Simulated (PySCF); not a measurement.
Coordinates in bohr (charge -1 multiplicity 1):
```
Ir    0.0000    0.0000    0.0000
O     3.3944    0.0000    0.0000
O     0.0000    3.3944    0.0000
O    -3.3944    0.0000    0.0000
O     0.0000   -3.3944    0.0000
```

All numbers come from PySCF, PBE, basis Ir def2-SVPD with ECP60, O def2-SVPD (scalar-relativistic core potentials, no spin–orbit coupling, density fitting).

This geometry of [IrO4]- is a stationary point at this level.

Problem. What is the point group?

Solution. D4h.

Problem. Is it a minimum?

Solution. No: it has 1 imaginary mode, at 170i cm⁻¹ (b2u).

Problem. Which band is strongest in the infrared?

Solution. 791 cm⁻¹ (eu), 484 km/mol.

Problem. What are the dipole moment and the gap between the highest occupied and lowest empty levels?

Solution. 0.00 D about the centre of mass and 1.06 eV.

Other isomers or separated fragments may lie lower. At this level a singlet minimum of D2d symmetry lies 73 kJ/mol below this structure. No spin–orbit coupling is included, which matters more the heavier the element.
